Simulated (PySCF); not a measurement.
Unknown compound

Molecular formula: C3H6N2OSi. Simulated spectra:

$^{1}$H NMR (400 MHz, computed): δ 7.89 (br s, 1H), 6.99 (m, 1H), 6.46 (m, 1H), 5.11 (s, 3H).

$^{13}$C{$^{1}$H} NMR (computed): δ 148.9, 128.5, 109.2.

[PySCF: GFN2-xTB geometry; NMR shieldings at PBE0/pcSseg-1/GIAO; one computed conformer; averaged over atoms made equivalent by symmetry, fast rotation or ring inversion; gas phase; non-relativistic]

Scale: $^{1}$H, $^{13}$C vs TMS (reference shieldings calculated alike).

Q: Which of these isomers gave the spectra?
A. Cc1nnc([SiH3])o1
B. [SiH3]Oc1cnc[nH]1
C. N#C/C(CO)=N/[SiH3]

A: B. 

- The formula gives 3 degrees of unsaturation (1 ring in the answer).
- 3 carbon signals for 3 carbons: no two carbons are equivalent.
- Carbon types of the structure: 1 × C, 2 × CH, leaving 4 H on heteroatoms.
- δC 148.9: aromatic carbon bearing oxygen; the electronegative substituent deshields the carbon that carries it.
- δC 128.5: aromatic CH between two ring heteroatoms.
- δC 109.2: aromatic CH next to a ring nitrogen; it is ortho or para to a lone-pair donor and shielded by resonance.
- δH 7.89: hydrogen on a pyrrole-type ring nitrogen; labile proton, position sensitive to the medium.
- δH 6.46: hydrogen on an aromatic CH next to a ring nitrogen; ortho or para to a lone-pair donor, hence upfield of benzene.

The others: N#C/C(CO)=N/[SiH3] would give 2 signals for carbon-bound and other non-exchanging H, not 3; Cc1nnc([SiH3])o1 would give 2 signals for carbon-bound and other non-exchanging H, not 3.

OH/NH shifts are gas-phase values; hydrogen bonding in solution moves them, usually downfield. Shifts are as computed. Against solution values, carbons near 30 ppm lie about +3 ppm off and those near 130 ppm about +5 ppm. Of 1211 compounds with measured shifts, 218 miss one by over three times the rms of a fit or turn the order of signals round; such compounds aren't used in these exercises. Multiplicities follow the n + 1 count of equivalent neighbours, as no J values were calculated; m marks all less simple cases, F and P coupling included.
